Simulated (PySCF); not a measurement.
# Magnesium: a sound run and one with changed settings

Sound run: Mg²⁺ [Ne], Mg³⁺ [He] 2s2 2p5. Calculation: PySCF 2.14, in aug-cc-pVDZ; the non-relativistic Hamiltonian (point nucleus). In the sound run the correlated levels freeze [He] 2s2. The sound run starts from symmetry-adapted Hartree-Fock orbitals and uses a fine grid where one is needed.

Changed run: initial guess atom, at most 50 SCF cycles, level shift 0.1 hartree.

```tsv
species	method	sound run (hartree)	changed run (hartree)	converged
Mg²⁺	UHF	-198.82424	-198.82424	yes
Mg²⁺	MN15	-199.14943	-199.14943	yes
Mg²⁺	BP86	-199.23891	-199.23891	yes
Mg²⁺	MP2	-198.82609	-198.82603	yes
Mg²⁺	CCSD(T)	-198.82607	-198.82607	yes
Mg³⁺	UHF	-195.84641	-195.84641	yes
Mg³⁺	MN15	-196.10218	-196.10218	yes
Mg³⁺	BP86	-196.20417	-196.20417	yes
Mg³⁺	MP2	-195.84685	-195.84684	yes
Mg³⁺	CCSD(T)	-195.84687	-195.84687	yes
```

Ionisation energy of Mg²⁺:

```
 method  sound run (eV)  changed run (eV)
    UHF          81.031            81.031
   MN15          82.920            82.920
   BP86          82.579            82.579
    MP2          81.069            81.068
SCS-MP2          81.067            81.065
   CCSD          81.067            81.067
CCSD(T)          81.068            81.068
```

A level shift leaves the converged SCF energy unchanged but raises the virtual orbital energies, which shrinks MP2 if it is not removed.

For comparison, NIST gives 80.144 eV between the lowest levels.
